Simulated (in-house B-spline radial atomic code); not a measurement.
Successive ionisation energies of iridium; each step leads to the configuration of the next row (after the last: [Kr] 4d10 4f5/2(6) 4f7/2(7) 5s2). Dirac energy differences include first-order Breit, QED and recoil terms. NIST's values go from ground level to ground level; the uncertainty of those that are theory runs from under 0.1 % in few-electron ions to several per cent in heavy many-electron ones. Computed with a B-spline radial code for spherical atoms: Dirac-Hartree-Fock, jj configuration that fills j = l - 1/2 first, finite nuclei.

A number in brackets counts the electrons of a j subshell.

| ion | configuration | ionisation energy (eV) | tabulated value (eV) | computed minus tabulated (eV) | highest orbital | largest mean radius (bohr) |
| --- | --- | --- | --- | --- | --- | --- |
| Ir | [Xe] 4f14 5d3/2(4) 5d5/2(3) 6s2 | 7.7 | 8.96702 | -1.3 | 6s1/2 | 3.0889 |
| Ir+ | [Xe] 4f14 5d3/2(4) 5d5/2(3) 6s1 | 15.6 | 17 | -1.4 | 6s1/2 | 2.8346 |
| Ir2+ | [Xe] 4f14 5d3/2(4) 5d5/2(3) | 28.0 | 28 | 0.0 | 5d5/2 | 1.6368 |
| Ir3+ | [Xe] 4f14 5d3/2(4) 5d5/2(2) | 41.1 | 40 | 1.1 | 5d5/2 | 1.5602 |
| Ir4+ | [Xe] 4f14 5d3/2(4) 5d5/2(1) | 55.1 | 57 | -1.9 | 5d5/2 | 1.4983 |
| Ir5+ | [Xe] 4f14 5d3/2(4) | 72.3 | 72 | 0.3 | 5d3/2 | 1.4084 |
| Ir6+ | [Xe] 4f14 5d3/2(3) | ? | ? | ? | ? | ? |
| Ir7+ | [Xe] 4f14 5d3/2(2) | 104.6 | 105 | -0.4 | 5d3/2 | 1.3289 |
| Ir8+ | [Xe] 4f14 5d3/2(1) | 121.7 | 122.7 | -1.0 | 5d3/2 | 1.2955 |
| Ir9+ | [Xe] 4f14 | 191.9 | 194.8 | -2.9 | 5p3/2 | 1.0831 |
| Ir10+ | [Kr] 4d10 4f14 5s2 5p1/2(2) 5p3/2(3) | 212.6 | 217 | -4.4 | 5p3/2 | 1.0672 |
| Ir11+ | [Kr] 4d10 4f14 5s2 5p1/2(2) 5p3/2(2) | 233.7 | 240 | -6.3 | 5p3/2 | 1.0527 |
| Ir12+ | [Kr] 4d10 4f14 5s2 5p1/2(2) 5p3/2(1) | ? | ? | ? | ? | ? |
| Ir13+ | [Kr] 4d10 4f14 5s2 5p1/2(2) | 293.7 | 303 | -9.3 | 5p1/2 | 0.96709 |
| Ir14+ | [Kr] 4d10 4f14 5s2 5p1/2(1) | ? | ? | ? | ? | ? |
| Ir15+ | [Kr] 4d10 4f14 5s2 | 371.9 | 356 | 15.9 | 4f7/2 | 0.90192 |

(1) Fill in the row of Ir6+.

(2) Fill in the row of Ir12+.

(3) Fill in the row of Ir14+.

(4) Where is the largest jump?

(5) How far is this level of theory from the measured and semi-empirical values?

Answers

(1) ionisation energy (eV): 88.1; tabulated value (eV): 89; computed minus tabulated (eV): -0.9; highest orbital: 5d3/2; largest mean radius (bohr): 1.366.

(2) ionisation energy (eV): 255.3; tabulated value (eV): 264; computed minus tabulated (eV): -8.7; highest orbital: 5p3/2; largest mean radius (bohr): 1.0389.

(3) ionisation energy (eV): 318.1; tabulated value (eV): 329; computed minus tabulated (eV): -10.9; highest orbital: 5p1/2; largest mean radius (bohr): 0.95471.

(4) From Ir to Ir+, by a factor of 2.02 (7.7159 to 15.613 eV); the highest orbital goes from 6s1/2 to 6s1/2.

(5) Over those 4 rows the differences run from -2.92 to -0.972 eV (mean absolute value 1.6 eV). The calculation leaves out correlation and, in open shells, the multiplet splittings that an average leaves out.
